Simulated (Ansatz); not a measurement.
Geometry optimisation, RKS BLYP/def2-SVP (Ansatz 0.2.0).

The input (input.yaml):

```yaml
crystal:
  periodic: [false, false, false]
  atoms:
    - { symbol: Ti, position_ang: [-0.817923, 0.212598, 0.579304] }
    - { symbol: C, position_ang: [1.346404, 0.584309, -0.123262] }
    - { symbol: "N", position_ang: [-0.994087, -1.191506, -0.592091] }
    - { symbol: H, position_ang: [-0.054341, -1.130973, -1.01384] }
    - { symbol: Cl, position_ang: [-2.096631, 1.962843, 0.088142] }
    - { symbol: Cl, position_ang: [-0.841844, -0.401566, 2.714829] }
    - { symbol: H, position_ang: [1.725588, 1.5208, 0.33089] }
    - { symbol: H, position_ang: [1.955419, -0.278809, 0.212757] }
    - { symbol: H, position_ang: [1.342677, 0.674674, -1.228007] }
    - { symbol: H, position_ang: [-1.565162, -1.952371, -0.968621] }
basis:
  gaussian: { orbitals: def2-SVP }
hamiltonian:
  xc: blyp
relax:
  f_tol: 0.03
  max_steps: 50
```

Run as:

```bash
$ ansatz run input.yaml --threads 4 --pin off --max-ram 5120MiB --backend cpu --events-out ev --progress --plain --runs-dir out
```

Q: Where does it end, and by what steps?

A: The run converged. The force dipped under the threshold on the way, but the program's further checks kept it going. After 18 steps the energy has fallen by 0.517 eV; H4 moved furthest, 1.46 Å.

```csv
step,energy less start (eV),largest force component (eV/Å),accepted
0,0.0000,1.532,yes
1,-0.2994,0.459,yes
2,-0.3609,0.593,yes
3,-0.3798,1.165,yes
4,-0.4332,0.459,yes
5,-0.4416,0.122,yes
6,-0.4479,0.078,yes
7,-0.4323,0.926,no
8,-0.4548,0.076,yes
9,-0.4604,0.281,yes
10,-0.4643,0.561,yes
11,-0.4928,0.083,yes
12,-0.5061,0.054,yes
13,-0.5072,0.071,yes
14,-0.5105,0.057,yes
15,-0.5157,0.013,yes
16,-0.5139,0.316,no
17,-0.5162,0.100,yes
18,-0.5166,0.028,yes
```

```xyz
10
Properties=species:S:1:pos:R:3
Ti -0.623 0.137 0.503
C 1.280 0.768 -0.069
N -0.956 -1.310 -0.631
H -0.716 -2.286 -0.414
Cl -1.980 1.833 0.037
Cl -0.417 -0.547 2.607
H 1.557 1.633 0.571
H 2.014 -0.053 0.073
H 1.274 1.077 -1.135
H -1.433 -1.251 -1.540
```

Whether the end is a true minimum wasn't checked by a vibrational analysis.

The run took 61 s on 4 threads of Arm Neoverse N1, on a shared host, peak memory 0.2 GiB.
